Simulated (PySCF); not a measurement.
## From computed data to an observable: oscillator strength and radiative lifetime

Ge(SiH3)2 (GeH6Si2), SMILES [SiH3][Ge][SiH3] (connectivity only; charge and spin as stated), neutral, multiplicity 1.

Coordinates come from a B3LYP-D3(BJ)/def2-SVP optimisation. The structure was generated by enumeration; whether it is a known compound was not checked.

PySCF with TDA-LC-ωPBE/def2-SVPD puts the first singlet state with f over 0.02 at 6.03 eV (vertical), with the transition dipole (0.000, 0.000, 1.124) in atomic units.

### Question
Find the oscillator strength, the wavelength and the radiative lifetime that this transition would have in vacuum if emission retraced absorption.

### Answer

|μ|² = 1.2634 au, so |μ| = 2.86 D. ΔE = 6.03/27.211 = 0.2216 hartree. f = (2/3) ΔE |μ|² = 0.187 (the program prints 0.187).
λ = 1239.84/6.03 = 206 nm; ν = 48635 cm⁻¹.
Einstein's coefficient A = 0.6670 ν² f s⁻¹ (ν in cm⁻¹) = 2.9e8 s⁻¹, so τ = 1/A = 3.4 ns. This state is S3; the lower singlets have f = 0.003, 0.000. The figure is the radiative limit of this one transition; relaxation, internal conversion, crossing to triplets and a medium change what is measured.
